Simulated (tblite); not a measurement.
Species: C4H6ClF3Ge.
Atom-mapped SMILES: `[CH2:1]=[CH:2][CH2:3][C@H:4]([Cl:5])[Ge:6]([F:7])([F:8])[F:9]` (hydrogens: H10, H11 on C1; H12 on C2; H13, H14 on C3; H15 on C4)

Computed with GFN2-xTB (tblite), gas phase: L-BFGS steps from a force-field or distance-geometry start until the largest atomic force falls under 0.01 eV/Å.

Step 1: E = -881.1876 eV
```
atom  x, y, z in Å  |  force x, y, z in eV/Å
C1     -1.5877   -0.1864   -1.1052   -0.019  -0.211  -0.009
C2     -1.2513    0.9380   -0.5042   -0.093   0.077  -0.251
C3     -0.3050    1.0853    0.6387   -0.441   0.182   0.229
C4      0.3647   -0.1954    1.0774    0.127   0.563   0.544
Cl5     1.4503    0.2309    2.4353   -0.162  -0.201   0.095
Ge6     1.5318   -0.9888   -0.2871    0.484  -0.286  -0.033
F7      1.0692   -2.6291   -0.6742    0.181   0.025  -0.130
F8      3.1664   -1.0858    0.3594   -0.243  -0.092  -0.440
F9      1.6036   -0.0587   -1.7479    0.210  -0.118  -0.119
H10    -1.1987   -1.1661   -0.8358   -0.121   0.243  -0.077
H11    -2.3050   -0.1555   -1.9048   -0.002  -0.170  -0.084
H12    -1.7202    1.8590   -0.8398    0.166  -0.035   0.133
H13     0.4200    1.8861    0.4457    0.033  -0.267  -0.130
H14    -0.8945    1.4155    1.4946   -0.115   0.230   0.208
H15    -0.3481   -0.9409    1.4259   -0.005   0.060   0.062
```

Step 2: E = -881.2205 eV
```
atom  x, y, z in Å  |  force x, y, z in eV/Å
C1     -1.5902   -0.1893   -1.1076    0.066   0.044   0.112
C2     -1.2521    0.9380   -0.5090   -0.088  -0.068  -0.108
C3     -0.3174    1.0932    0.6444    0.013  -0.135  -0.013
C4      0.3684   -0.1854    1.0902   -0.092   0.347   0.200
Cl5     1.4467    0.2266    2.4368   -0.058  -0.118   0.237
Ge6     1.5427   -0.9954   -0.2881    0.112  -0.049   0.057
F7      1.0729   -2.6285   -0.6768    0.176  -0.036  -0.142
F8      3.1609   -1.0876    0.3502   -0.043  -0.114  -0.365
F9      1.6079   -0.0611   -1.7504    0.220  -0.134  -0.113
H10    -1.2007   -1.1620   -0.8371   -0.059   0.079  -0.025
H11    -2.3037   -0.1592   -1.9050   -0.089  -0.157  -0.200
H12    -1.7170    1.8588   -0.8371    0.089   0.052   0.046
H13     0.4207    1.8800    0.4430   -0.035  -0.189  -0.107
H14    -0.8954    1.4194    1.4973   -0.291   0.337   0.376
H15    -0.3481   -0.9395    1.4270    0.080   0.141   0.046
```

Step 3: E = -881.2448 eV
```
atom  x, y, z in Å  |  force x, y, z in eV/Å
C1     -1.5920   -0.1887   -1.1080   -0.051  -0.134  -0.075
C2     -1.2538    0.9351   -0.5141    0.000   0.218   0.191
C3     -0.3272    1.0979    0.6481    0.123  -0.215   0.053
C4      0.3692   -0.1725    1.1039   -0.177   0.070  -0.095
Cl5     1.4429    0.2211    2.4431    0.023  -0.034   0.339
Ge6     1.5527   -1.0010   -0.2876   -0.254   0.157   0.089
F7      1.0793   -2.6288   -0.6817    0.170  -0.080  -0.143
F8      3.1563   -1.0914    0.3359    0.180  -0.132  -0.269
F9      1.6157   -0.0657   -1.7546    0.221  -0.150  -0.092
H10    -1.2030   -1.1582   -0.8381   -0.015  -0.021   0.017
H11    -2.3039   -0.1654   -1.9086   -0.060  -0.128  -0.178
H12    -1.7131    1.8604   -0.8345    0.050   0.057  -0.010
H13     0.4204    1.8714    0.4389   -0.066  -0.079  -0.095
H14    -0.9019    1.4290    1.5067   -0.239   0.308   0.212
H15    -0.3462   -0.9352    1.4287    0.096   0.163   0.055
```

**Question.** Estimate the geometry and energy of step 4. (The exact step hangs on the optimiser's Hessian estimate; all steps are aligned on step 3, rigid shifts and turns removed.)

**Answer.** E = -881.2654 eV, largest force 0.539 eV/Å
```
atom  x, y, z in Å  |  force x, y, z in eV/Å
C1     -1.5957   -0.1919   -1.1114    0.051   0.327   0.110
C2     -1.2547    0.9376   -0.5145   -0.118  -0.231   0.083
C3     -0.3358    1.1000    0.6539    0.132  -0.100   0.169
C4      0.3674   -0.1600    1.1150   -0.147  -0.145  -0.216
Cl5     1.4398    0.2154    2.4550    0.043   0.020   0.342
Ge6     1.5572   -1.0034   -0.2857   -0.466   0.264   0.057
F7      1.0884   -2.6306   -0.6888    0.159  -0.078  -0.127
F8      3.1556   -1.0973    0.3178    0.318  -0.135  -0.188
F9      1.6270   -0.0727   -1.7601    0.208  -0.159  -0.059
H10    -1.2054   -1.1552   -0.8388    0.028  -0.146   0.059
H11    -2.3046   -0.1734   -1.9144   -0.056  -0.089  -0.181
H12    -1.7086    1.8627   -0.8322   -0.007   0.124  -0.061
H13     0.4190    1.8621    0.4333   -0.087   0.017  -0.058
H14    -0.9112    1.4430    1.5176   -0.104   0.222  -0.013
H15    -0.3428   -0.9284    1.4313    0.045   0.109   0.083
```

The energy changes by -0.0206 eV. The first-order estimate −F·Δx gives -0.0295 eV and the mean of the old and new forces, exact on a quadratic surface, -0.0206 eV. The step makes an angle of 50° with the force vector and moves no atom by more than 0.020 Å.

The cost below is that of the whole relaxation. The run took 0.93 s on one thread, Arm Neoverse N1 (aarch64), no GPU, shared host with 64 logical CPUs at a one-minute load of 59.
